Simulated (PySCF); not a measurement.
**Correlation energy of As⁺ (arsenic, charge +1)**

[Ar] 3d10 4s2 4p2, high-spin 3P determinant. Computed with PySCF 2.14 in def2-SVP, with the non-relativistic Hamiltonian (point nucleus). Frozen: [Ar] 3d10; 4 electrons correlated.

MP2 pair energies summed by pair of shells (mhartree):

```json
{"pair": "4s-4p", "energy": "-26.38", "share (%)": "59.8"}
{"pair": "4s-4s", "energy": "-13.29", "share (%)": "30.1"}
{"pair": "4p-4p", "energy": "-4.44", "share (%)": "10.1"}
```

Total MP2 correlation energy: -44.11 mhartree.

Same-spin part -7.18 and opposite-spin part -36.93 mhartree; SCS-MP2 scales them by 1/3 and 6/5 to -46.71 mhartree.

```json
{"level": "CCSD", "correlation energy (mhartree)": "-61.02"}
{"level": "(T)", "correlation energy (mhartree)": "-0.78"}
{"level": "CCSD(T)", "correlation energy (mhartree)": "-61.80"}
```

Diagnostics: T1 = 0.0070, D1 = 0.0193, largest double amplitude 0.100.

Cost of the coupled-cluster step: 0.08 s of wall time on 1 thread of Intel(R) Xeon(R) 6975P-C (shared host), for 4 correlated electrons.
